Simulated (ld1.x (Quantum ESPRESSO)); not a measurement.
# Building the TM potential for zirconium (PBE, scalar-relativistic).

The input file (ld1.x (Quantum ESPRESSO) 7.5):

```
&input
   title='Zr', zed=40., rel=1, dft='PBE', iswitch=3,
   config='[Kr] 4d2 5s1 5p0',
   nld=3, rlderiv=3.65, eminld=-3.0, emaxld=5.0, deld=0.02
 /
 &inputp
   pseudotype=2, tm=.true., lloc=0,
   nlcc=.true., rcore=1.10,
   file_pseudopw='Zr.UPF', file_wfcaegen='ae.wfc', file_wfcncgen='nc.wfc', file_beta='beta', file_chi='chi'
 /
3
5P  2  1   0.00   0.00  3.35  3.35  0.0
4D  3  2   2.00   0.00  1.60  1.60  0.0
5S  1  0   1.00   0.00  2.85  2.85  0.0
 &test
   configts(1)='4d2 5s1 5p0'
 /
```

Command:

```bash
ld1.x < Zr.in > Zr.out
```

Resulting log (shortened: banner, matrices, multipoles, cross overlaps and the repeated all-electron block are left out):

```
Program LD1 v.7.5
     --------------------------- All-electron run ----------------------------

     Zr
     scalar relativistic calculation

     atomic number is 40.00
     dft =PBE   lsd =0 sic =0 latt =0  beta=0.20 tr2=1.0E-14
     Exchange-correlation= PBE
                           (   1   4   3   4   0   0   0)
     mesh =1225 r(mesh) = 100.59681 a.u. xmin = -7.00 dx = 0.01250
     1 Ry =  13.60569312 eV, c = 137.03599908

     n l     nl                  e(Ry)          e(Ha)          e(eV)
     1 0     1S 1( 2.00)     -1310.6194      -655.3097    -17831.8848
     2 0     2S 1( 2.00)      -182.0212       -91.0106     -2476.5240
     2 1     2P 1( 6.00)      -162.3687       -81.1844     -2209.1390
     3 0     3S 1( 2.00)       -30.2413       -15.1207      -411.4544
     3 1     3P 1( 6.00)       -23.8386       -11.9193      -324.3409
     4 0     4S 1( 2.00)        -4.4966        -2.2483       -61.1791
     4 1     4P 1( 6.00)        -2.8768        -1.4384       -39.1410
     3 2     3D 1(10.00)       -13.3316        -6.6658      -181.3863
     4 2     4D 1( 2.00)        -0.7337        -0.3668        -9.9822
     5 0     5S 1( 1.00)        -0.7309        -0.3654        -9.9443
     5 1     5P 1( 0.00)        -0.4602        -0.2301        -6.2615

     final scf error:  8.8E-15 reached in  23 iterations

     Etot =   -7196.542213 Ry,   -3598.271106 Ha,  -97913.944892 eV

     Ekin =    7399.671122 Ry,    3699.835561 Ha,  100677.654493 eV
     Encl =  -17309.385396 Ry,   -8654.692698 Ha, -235506.185849 eV
     Eh   =    2940.646499 Ry,    1470.323250 Ha,   40009.533852 eV
     Exc  =    -227.474437 Ry,    -113.737219 Ha,   -3094.947389 eV

     normalization and overlap integrals

     s(1S/1S) =  1.000000  <r> =   0.0371  <r2> =    0.0019  r(max) =   0.0241
     s(2S/2S) =  1.000000  <r> =   0.1626  <r2> =    0.0312  r(max) =   0.1368
     s(2P/2P) =  1.000000  <r> =   0.1417  <r2> =    0.0245  r(max) =   0.1093
     s(3S/3S) =  1.000000  <r> =   0.4584  <r2> =    0.2410  r(max) =   0.4060
     s(3P/3P) =  1.000000  <r> =   0.4621  <r2> =    0.2489  r(max) =   0.4010
     s(4S/4S) =  1.000000  <r> =   1.2131  <r2> =    1.6691  r(max) =   1.0764
     s(4P/4P) =  1.000000  <r> =   1.3677  <r2> =    2.1464  r(max) =   1.1748
     s(3D/3D) =  1.000000  <r> =   0.4525  <r2> =    0.2477  r(max) =   0.3495
     s(4D/4D) =  1.000000  <r> =   2.1365  <r2> =    5.5499  r(max) =   1.5859
     s(5S/5S) =  1.000000  <r> =   3.4278  <r2> =   13.2670  r(max) =   3.0000
     s(5P/5P) =  1.000000  <r> =   4.2925  <r2> =   20.8610  r(max) =   3.7103

     ------------------------ End of All-electron run ------------------------

     --------------------- Generating NC pseudopotential ---------------------

      Generating local pot.: lloc=0, matching radius rcloc =   2.8500

      Computing core charge for nlcc:

       r > 1.10 : true rho core
       r < 1.10 : rho core = a sin(br)/r    a=   9.27  b=   1.95

      Integrated core pseudo-charge :  10.36

      Wfc   5P  rcut= 3.357  Using Troullier-Martins method

      Wfc   4D  rcut= 1.586  Using Troullier-Martins method

     ------------------- End of pseudopotential generation -------------------

     Computing logarithmic derivative in   3.64148
     Computing logarithmic derivative in   3.64148
     Computing the partial wave expansion
       no projector for channel:   0
     R is outside the sphere for l=    1 j= 0.00
     R is outside the sphere for l=    2 j= 0.00

     ---------------------- Testing the pseudopotential ----------------------

     Zr
     scalar relativistic calculation

     atomic number is 40.00   valence charge is  4.00
     dft =PBE   lsd =0 sic =0 latt =0  beta=0.20 tr2=1.0E-14
     mesh =1225 r(mesh) = 100.59681 xmin = -7.00 dx = 0.01250

     n l     nl             e AE (Ry)        e PS (Ry)    De AE-PS (Ry)
     3 2     4D   1( 2.00)       -0.73368       -0.73367       -0.00001
     1 0     5S   1( 1.00)       -0.73090       -0.73090        0.00000
     2 1     5P   1( 0.00)       -0.46021       -0.46021       -0.00000

     eps = 2.3E-16  iter =  9

     Etot =   -7196.542213 Ry,   -3598.271106 Ha,  -97913.944892 eV
     Etotps =   -18.399168 Ry,      -9.199584 Ha,    -250.333436 eV

     Ekin =       6.076092 Ry,       3.038046 Ha,      82.669441 eV
     Encl =      -5.731015 Ry,      -2.865508 Ha,     -77.974438 eV
     Ehrt =       3.179233 Ry,       1.589616 Ha,      43.255666 eV
     Ecxc =     -15.494723 Ry,      -7.747362 Ha,    -210.816447 eV
     (Ecc =     -13.182420 Ry,      -6.591210 Ha,    -179.355968 eV)
     Epseu=      -6.428754 Ry,      -3.214377 Ha,     -87.467657 eV

     ---------------------- End of pseudopotential test ----------------------
```

Generation and configuration tests took about 2.2 s on one core of a shared server CPU.
